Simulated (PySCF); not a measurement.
Choosing a molecule for a target property.

Each SMILES stands for a single optimised conformer of the isolated species, non-relativistic unless stated; the electronic structure was computed with PySCF and density fitting.

Dipoles, sizes and rotational constants follow the conformer. The torsions of the flexible species, by atom-mapped SMILES:
- `[CH3:1][CH2:2][O:3][CH:4]([CH3:5])[CH3:6]`: C1–C2–O3–C4 -168°, C2–O3–C4–C5 -72°
- `[N:1]#[C:2][CH2:3]/[CH:4]=[CH:5]/[CH2:6][Cl:7]`: C2–C3–C4–C5 116°, C4–C5–C6–Cl7 -111°
- `[CH3:1][CH:2]([CH3:3])[C@H:4]([CH3:5])[OH:6]`: C1–C2–C4–C5 180°, H–O6–C4–C2 64°
- `[CH3:1][O:2][CH2:3][CH:4]([CH3:5])[CH3:6]`: C1–O2–C3–C4 -179°, O2–C3–C4–C5 64°
- `[CH3:1][C@@H:2]([Cl:3])/[CH:4]=[CH:5]\[C:6]#[N:7]`: C1–C2–C4–C5 127°

The conformers of `C#C[C@@]1(C)CSCC1=O` aren't listed.

Question: Wanted: HOMO–LUMO gap below 6 eV (PBE0/def2-SVPD) and HOMO energy above -7 eV (PBE0/def2-SVPD), at GFN2-xTB geometries. Which candidate meets both?
A. `CCOC(C)C`
B. `N#CC/C=C/CCl`
C. `COCC(C)C`
D. `C([C@H](C)O)(C)C`
E. `N#C[C@H]1C[C@@H](Cl)C1`
F. `C#C[C@@]1(C)CSCC1=O`

Answer: F. Computed values:
```csv
species,HOMO–LUMO gap,HOMO energy
C#C[C@@]1(C)CSCC1=O,5.39 eV,-6.68 eV
N#CC/C=C/CCl,7.27 eV,-8.28 eV
CCOC(C)C,8.09 eV,-7.29 eV
COCC(C)C,8.19 eV,-7.41 eV
C([C@H](C)O)(C)C,8.36 eV,-7.73 eV
N#C[C@H]1C[C@@H](Cl)C1,8.74 eV,-8.70 eV
```

Question: Wanted: lowest singlet excitation below 7 eV (TDDFT PBE0/def2-SVPD) and electronic spatial extent ⟨r²⟩ about the centre of nuclear charge above 1300 bohr² (PBE0/def2-SVPD), at GFN2-xTB geometries. Which candidate meets both?
A. `[C@@H](/C=C\C#N)(Cl)C`
B. `C(#N)[C@H]1C[C@H](C1)Cl`
C. `N#CC/C=C/CCl`
D. `CCOC(C)C`

Answer: C. Computed values:
```csv
species,lowest singlet excitation,electronic spatial extent ⟨r²⟩ about the centre of nuclear charge
[C@@H](/C=C\C#N)(Cl)C,5.66 eV,1069 bohr²
N#CC/C=C/CCl,6.38 eV,1553 bohr²
CCOC(C)C,6.92 eV,811 bohr²
C(#N)[C@H]1C[C@H](C1)Cl,7.25 eV,1045 bohr²
```
